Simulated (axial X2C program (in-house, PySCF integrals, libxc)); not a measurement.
## Potential curves of RuS⁺, two-component

All values were computed with an in-house all-electron X2C program for linear molecules (integrals from PySCF). Two-component (2c) means X2C with spin–orbit coupling and atomic mean-field two-electron Coulomb and Gaunt terms. Basis: Ru dyall-cv3z [12s12p8d5f3g], S dyall-av3z [9s8p3d2f] (cores contracted in-house); Gaussian nuclei, density fitting, unrestricted open shells. Masses: Ru 101.904 u, S 31.972 u.

State: Ω = 5/2 (⟨Sz⟩ = 2.48, ⟨Lz⟩ = 0.02 at HF). Energies in kJ/mol from the lowest point of each curve. Fits are polynomials in 1 − R0/R over 0.85 to 1.23 times the lowest point R0.

| R (Å) | MP2 |
| --- | --- |
| 1.9256 | 19.84 |
| 1.9890 | 3.77 |
| 2.0525 | 0.00 |
| 2.1160 | 4.77 |
| 2.1901 | 17.18 |
| 2.2641 | 33.53 |
| 2.3593 | 56.46 |

Correlated methods: 13 electrons correlated (number of frozen shells: Ru 4 s, 3 p, 1 d; S 2 s, 1 p), 291 virtual spin orbitals or spinors in MP2.

One determinant describes the state; a PBE0 search over occupations chose it and may have missed a lower one. Other states lie close and PBE0, whose exact exchange favours high spin, may order them wrongly; the determinant shown need not be the ground state. The nearest other 2c determinant of the search, Ω = 9/2, lies 0.43 eV up at the distance of the search. With several unpaired electrons one determinant need not be a pure state. This is the top spin component of a Σ state; components of lower Ω are not single determinants and can lie lower. MP2 and coupled cluster on one determinant become unreliable at the stretched end.

Problem. What are Re and ωe at the MP2 level?

Solution. At MP2, 2c: Re = 2.045 Å, ωe ≈ 506 cm⁻¹; Be follows as 0.166 cm⁻¹.
